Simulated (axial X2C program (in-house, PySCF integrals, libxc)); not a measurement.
Nuclear properties of OSnO⁺

Calculated with an in-house all-electron X2C program for linear molecules (integrals from PySCF): two-component X2C with atomic mean-field Coulomb and Gaunt terms, Gaussian nuclei, basis O dyall-av3z, Sn dyall-v3z with contracted cores.

O–Sn–O held linear, with bonds 1.829 and 1.829 Å (near the PBE0 minimum at charge 1 of the determinant lowest at the starting distance; the state shown can have its own minimum elsewhere, held linear; other orders of the atoms were not compared).

Determinant lowest in the PBE0 search, Ω = 1/2 (⟨Sz⟩ = -0.50, ⟨Lz⟩ = 1.00 at PBE0), spin on the atoms O -0.33, Sn 0.15, O -0.33:

| level | A∥/gI O (MHz) | qzz O (a.u.) | A∥/gI Sn (MHz) | qzz Sn (a.u.) |
| --- | --- | --- | --- | --- |
| PBE0 | 620 | 1.22 | 556 | -6.94 |
| HF | 752 | 0.78 | 3120 | -6.96 |
| B3LYP | 611 | 1.25 | 482 | -6.63 |

A∥ (defined per Ω) follows by multiplying with gI = μI/(I μN); qzz is the electric field gradient, eQq0 = 234.96 MHz × Q/barn × qzz. The operators were transformed with the bare-nucleus X2C matrices; with these basis sets, hyperfine constants and field gradients can be off by tens of per cent, and where levels differ in sign neither size nor sign is settled.

(1) With gI(17O) = -0.7575, Q(17O) = -0.02558 barn (g factors from the IAEA table of nuclear moments by Stone; Q from Pyykkö, Mol. Phys. 2018), turn the PBE0 values of the first state into constants in MHz.

The molecule was held linear; bending was not examined, so a bent shape may lie lower.

Each state is one determinant with collinear spin. Unrestricted Hartree–Fock can overshoot spin polarisation at the nuclei. The search compared states at one distance, so a state with another bond length can lie lower. Further determinants of the search, some of them spin-mixed, are not shown. Where a field gradient or hyperfine factor spreads by more than a factor of two over the levels, a constant derived from it is not to be relied on.

Results:

(1) A∥(17O) = 620 × -0.7575 = -470 MHz; eQq0(17O) = 234.96 × (-0.02558) × (1.22) = -7.33 MHz.
